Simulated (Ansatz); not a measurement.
Reaction (cleavage of the B–B bond): `BB(F)OC` + `OB1CO1` → `BOB1CO1` + `COBF`

Calculated with Ansatz (gas phase, PBE0-D4/def2-TZVP geometries, no zero-point term in ΔE). CCSD(T)/CBS adds triple-zeta CCSD(T) − MP2 to the extrapolated MP2 energy (def2 sets, frozen cores). Functionals use def2-TZVPP. Each species was taken in one conformer, which may not be the lowest.

```
   level  ΔE (kcal/mol)
BHLYP-D4          -37.0
 ωB97X-V          -34.5
```

Problem. What does CCSD(T)/CBS give? (Best estimate.)

Solution. Computed: -35.5 kcal/mol. The listed levels differ from it by -1.5, 1.0 kcal/mol.

Largest T1 diagnostic among the species: 0.015.

From BLYP to BHLYP (50 % exact exchange), in def2-TZVPP and without D4, ΔE moves by −1.5 kcal/mol. At CCSD(T), def2-SVP lies −3.2 kcal/mol from the extrapolated value and def2-TZVPP +0.1 kcal/mol.
